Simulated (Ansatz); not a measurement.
Relative stability

Two relaxed structures of InBH2F, doublet (PBE0-D4/def2-TZVP; forces vanish, vibrations not checked).

A:

F1  (0.856, -2.167, 2.276)
B2  (-0.349, 0.585, -0.450)
In3  (0.450, -0.924, 0.853)
H4  (-1.020, 0.135, -1.324)
H5  (0.259, 1.607, -0.404)
(Å)

B:

```xyz
5
angstrom
F 0.7218 -1.7500 1.7949
B 0.5346 -0.9647 0.8003
In -0.3295 0.5877 -0.4812
H -1.3726 0.0171 -1.7103
H 0.4456 2.1100 -0.4037
```

Computed with Ansatz 0.2.0 (basis: def2-TZVPP); correlated methods freeze the cores; orbitals are unrestricted. Filled d shells of the heavier atoms are correlated. Core potentials replace the inner electrons of the atoms past krypton. The def2 sets are not built for correlating such inner shells, so the correlated values are less sure here. B3LYP uses VWN-RPA correlation.

(1) Which structure is lower at CCSD(T), and by how much? (An estimate is asked for; the value comes from the calculation.)

No T1 diagnostic of these runs exceeds 0.021. ⟨S²⟩ of the unrestricted Hartree–Fock references: 0.77 (a pure state has 0.75).

## Answers

(1) By the calculation: A, by 14.31 kcal/mol (electronic energy, against the other). By their contacts, A is InBH₂F ([BH2][In][F]) and B is InBH₂F ([F][B][InH2]).

All methods give the same order:

| method | E(B) − E(A) (kcal/mol) |
| --- | --- |
| PBE-D4 | 20.11 |
| r2SCAN-D4 | 18.63 |
| PBE0-D4 | 17.20 |
| B3LYP-D4 | 18.21 |
| wB97M-V | 13.77 |
| HF | 8.10 |
| MP2 | 18.86 |
| CCSD | 13.43 |
| CCSD(T) | 14.31 |

Labels in which every atom is bracketed show which atoms are joined, not bond orders.

For scale, one of the runs: CCSD(T)/def2-TZVPP, 140 basis functions, launched by `ansatz run in.yaml --threads 2 --pin off --events-out ev --progress --plain --max-ram 4352MiB`. Time: 100 s of wall clock on 2 CPU threads of an Arm Neoverse V2; the host was shared. Peak host memory: 2.2 GiB.
